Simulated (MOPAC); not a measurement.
Input file for MOPAC: PM6 on C4H8 (a complex), monomers drawn apart or pushed together.

```
PM6 1SCF PRECISE CHARGE=0 THREADS=1
C4H8

H     -0.39781017 1    -0.77197386 1    -0.13853253 1
H     -0.31462272 1    -0.32971041 1     0.45481437 1
C      0.97630148 1     1.61742812 1     3.10201168 1
C      0.06683637 1     0.90788859 1     3.77235325 1
C      0.19561046 1    -0.50584799 1     4.07515842 1
C     -0.71767515 1    -1.21616711 1     4.73891581 1
H      1.89024533 1     1.16204478 1     2.73842638 1
H      0.83731904 1     2.67006114 1     2.89626462 1
H     -0.83934243 1     1.39495641 1     4.12203961 1
H      1.10144042 1    -0.99326710 1     3.72528878 1
H     -0.58136519 1    -2.26985071 1     4.94110823 1
H     -1.63242208 1    -0.76055826 1     5.10024279 1
```

Output:

```
*******************************************************************************
 **                                                                           **
 **                              MOPAC v23.2.5                                **
 **                                                                           **
 *******************************************************************************
 ** MOPAC's Digital Object Identifier: https://doi.org/10.5281/zenodo.6511958 **
 **                                                                           **
 ** Please cite the open-source release paper for use of this MOPAC version:  **
 ** J. E. Moussa and J. J. P. Stewart (2026)                                  **
 ** MOPAC: An open-source semiempirical molecular orbital program             **
 ** J. Open Source Softw., 11(119), 8025, https://doi.org/10.21105/joss.08025 **
 *******************************************************************************

                              PM6 CALCULATION RESULTS

 *******************************************************************************
 *  PM6        - The PM6 Hamiltonian to be used
 *
 *
 *
 *                 CHARGE ON SYSTEM = 0
 *
 *
 *
 *  PRECISE    - TIGHTER CRITERIA TO BE USED
 *  1SCF       - DO 1 SCF AND THEN STOP
 *  THREADS=1  - MULTI-THREADING NOT USED
 *  T=         - A TIME OF 172800.0 SECONDS REQUESTED
 *  DUMP=N     - RESTART FILE WRITTEN EVERY 7200.0 SECONDS REQUESTED
 *******************************************************************************
PM6 1SCF PRECISE CHARGE=0 THREADS=1
 C4H8

   ATOM   CHEMICAL          X               Y               Z
  NUMBER   SYMBOL      (ANGSTROMS)     (ANGSTROMS)     (ANGSTROMS)

     1       H         -0.39781017  *  -0.77197386  *  -0.13853253  *
     2       H         -0.31462272  *  -0.32971041  *   0.45481437  *
     3       C          0.97630148  *   1.61742812  *   3.10201168  *
     4       C          0.06683637  *   0.90788859  *   3.77235325  *
     5       C          0.19561046  *  -0.50584799  *   4.07515842  *
     6       C         -0.71767515  *  -1.21616711  *   4.73891581  *
     7       H          1.89024533  *   1.16204478  *   2.73842638  *
     8       H          0.83731904  *   2.67006114  *   2.89626462  *
     9       H         -0.83934243  *   1.39495641  *   4.12203961  *
    10       H          1.10144042  *  -0.99326710  *   3.72528878  *
    11       H         -0.58136519  *  -2.26985071  *   4.94110823  *
    12       H         -1.63242208  *  -0.76055826  *   5.10024279  *



          CARTESIAN COORDINATES

    NO.       ATOM           X           Y           Z

     1         H         -0.3978     -0.7720     -0.1385
     2         H         -0.3146     -0.3297      0.4548
     3         C          0.9763      1.6174      3.1020
     4         C          0.0668      0.9079      3.7724
     5         C          0.1956     -0.5058      4.0752
     6         C         -0.7177     -1.2162      4.7389
     7         H          1.8902      1.1620      2.7384
     8         H          0.8373      2.6701      2.8963
     9         H         -0.8393      1.3950      4.1220
    10         H          1.1014     -0.9933      3.7253
    11         H         -0.5814     -2.2699      4.9411
    12         H         -1.6324     -0.7606      5.1002

 General Reference for PM6:
 "Optimization of Parameters for Semiempirical Methods V: Modification of NDDO Approximations
 and Application to 70 Elements", J. J. P. Stewart, J. Mol. Mod., 13, 1173-1213 (2007)
 URL: https://link.springer.com/article/10.1007/s00894-007-0233-4

           Empirical Formula: C4 H8  =    12 atoms



      MOLECULAR POINT GROUP   :   C1


      RHF CALCULATION, NO. OF DOUBLY OCCUPIED LEVELS = 12


 -------------------------------------------------------------------------------
 PM6 1SCF PRECISE CHARGE=0 THREADS=1
 C4H8



     1SCF WAS SPECIFIED, SO BFGS WAS NOT USED
     SCF FIELD WAS ACHIEVED


                              PM6 CALCULATION
                                                       MOPAC v23.2.5 Linux




          FINAL HEAT OF FORMATION =          3.62034 KCAL/MOL =      15.14751 KJ/MOL


          COSMO AREA              =        129.63 SQUARE ANGSTROMS
          COSMO VOLUME            =        109.87 CUBIC ANGSTROMS

          IONIZATION POTENTIAL    =          9.563531 EV
          HOMO LUMO ENERGIES (EV) =         -9.564  0.210
          NO. OF FILLED LEVELS    =         12
          MOLECULAR WEIGHT        =         56.1072         POINT GROUP:  C1

          MOLECULAR DIMENSIONS (Angstroms)

            Atom       Atom       Distance
            H    11    H     8     5.53144
            H     1    H    12     4.89261
            H     1    H     7     2.48928


          SCF CALCULATIONS        =          1





   ATOM   CHEMICAL          X               Y               Z
  NUMBER   SYMBOL      (ANGSTROMS)     (ANGSTROMS)     (ANGSTROMS)

     1       H         -0.39781017  *  -0.77197386  *  -0.13853253  *
     2       H         -0.31462272  *  -0.32971041  *   0.45481437  *
     3       C          0.97630148  *   1.61742812  *   3.10201168  *
     4       C          0.06683637  *   0.90788859  *   3.77235325  *
     5       C          0.19561046  *  -0.50584799  *   4.07515842  *
     6       C         -0.71767515  *  -1.21616711  *   4.73891581  *
     7       H          1.89024533  *   1.16204478  *   2.73842638  *
     8       H          0.83731904  *   2.67006114  *   2.89626462  *
     9       H         -0.83934243  *   1.39495641  *   4.12203961  *
    10       H          1.10144042  *  -0.99326710  *   3.72528878  *
    11       H         -0.58136519  *  -2.26985071  *   4.94110823  *
    12       H         -1.63242208  *  -0.76055826  *   5.10024279  *

                             CARTESIAN COORDINATES

   1    H       -0.397810170    -0.771973860    -0.138532530
   2    H       -0.314622720    -0.329710410     0.454814370
   3    C        0.976301480     1.617428120     3.102011680
   4    C        0.066836370     0.907888590     3.772353250
   5    C        0.195610460    -0.505847990     4.075158420
   6    C       -0.717675150    -1.216167110     4.738915810
   7    H        1.890245330     1.162044780     2.738426380
   8    H        0.837319040     2.670061140     2.896264620
   9    H       -0.839342430     1.394956410     4.122039610
  10    H        1.101440420    -0.993267100     3.725288780
  11    H       -0.581365190    -2.269850710     4.941108230
  12    H       -1.632422080    -0.760558260     5.100242790


           Empirical Formula: C4 H8  =    12 atoms



      MOLECULAR POINT GROUP   :   C1


                  EIGENVALUES
 -28.28110 -26.04447 -21.14704 -19.52148 -15.88689 -15.84126 -15.08931 -13.43505
 -13.17336 -12.01990 -11.88115  -9.56353   0.21040   2.01307   4.45000   5.15941
   5.74088   5.84785   5.90015   6.28645   6.32853   6.41907   6.51087   7.26990


              NET ATOMIC CHARGES AND DIPOLE CONTRIBUTIONS

  ATOM NO.   TYPE          CHARGE      No. of ELECS.   s-Pop       p-Pop
    1          H          -0.003467        1.0035     1.00347
    2          H           0.003436        0.9966     0.99656
    3          C          -0.329738        4.3297     1.12348     3.20626
    4          C          -0.115144        4.1151     1.10132     3.01383
    5          C          -0.115231        4.1152     1.10125     3.01398
    6          C          -0.329588        4.3296     1.12344     3.20615
    7          H           0.152046        0.8480     0.84795
    8          H           0.152373        0.8476     0.84763
    9          H           0.140420        0.8596     0.85958
   10          H           0.140461        0.8595     0.85954
   11          H           0.152378        0.8476     0.84762
   12          H           0.152055        0.8479     0.84795
 DIPOLE           X         Y         Z       TOTAL
 POINT-CHG.    -0.001     0.006     0.007     0.009
 HYBRID        -0.000    -0.000    -0.001     0.001
 SUM           -0.002     0.006     0.007     0.009


          ATOMIC ORBITAL ELECTRON POPULATIONS

     Atom    s        px        py        pz
    1  H   1.00347
    2  H   0.99656
    3  C   1.12348   1.07313   1.10339   1.02974
    4  C   1.10132   1.04299   0.98562   0.98522
    5  C   1.10125   1.04315   0.98562   0.98521
    6  C   1.12344   1.07296   1.10347   1.02972
    7  H   0.84795
    8  H   0.84763
    9  H   0.85958
   10  H   0.85954
   11  H   0.84762
   12  H   0.84795

 **********************
 *                    *
 * JOB ENDED NORMALLY *
 *                    *
 **********************




 == MOPAC DONE ==
```

The run finished.

Cost: roughly 0.03 core-seconds.
